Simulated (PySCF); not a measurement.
C7H13NSi.
SMILES with atom numbers: `[CH3:1][C:2]#[C:3][C@@H:4]1[CH2:5][Si@@H:6]1[N:7]([CH3:8])[CH3:9]` (hydrogens: H10, H11, H12 on C1; H13 on C4; H14, H15 on C5; H16 on Si6; H17, H18, H19 on C8; H20, H21, H22 on C9)

Torsions of this conformer, `[CH3:1][C:2]#[C:3][C@@H:4]1[CH2:5][Si@@H:6]1[N:7]([CH3:8])[CH3:9]`: C5–Si6–N7–C8 -61°.

The closed-shell ground state was solved at several levels (PySCF, density fitting, gas phase, non-relativistic). The structure is a single PBE0-D3(BJ)/def2-SVP conformer in the gas phase; no vibrational or solvent corrections.

```
           level  basis functions  total energy (Eh)  HOMO (eV)  LUMO (eV)  gap (eV)  dipole (D)
wB97X-D/pcSseg-1              225          -618.5580      -7.70       2.50     10.20        1.51
  PBE0/def2-SVPD              288          -617.8965      -5.91       0.49      6.40        1.23
```

Question: What might PBE0/pcSseg-1 (225 basis functions) give for the same quantities?

Answer: Total energy -618.1523 Eh, HOMO -5.91 eV, LUMO 0.76 eV, gap 6.67 eV, dipole 1.42 D.

Question: Over all these levels, which gives the widest orbital gap and which the narrowest?

Answer: wB97X-D/pcSseg-1 (range-separated hybrid) has the widest, 10.20 eV, and PBE0/def2-SVPD (global hybrid, 25 % exact exchange) the narrowest, 6.40 eV. Functional and basis both differ between the two, so the spread mixes both effects.

Question: How far do the dipole and the HOMO energy spread over the levels?

Answer: The dipole runs from 1.23 to 1.51 D (mean 1.39 D) and the HOMO from -7.70 to -5.91 eV.

wB97X-D is run here without its empirical dispersion term; that term would change no orbital, density or response property at a fixed geometry.
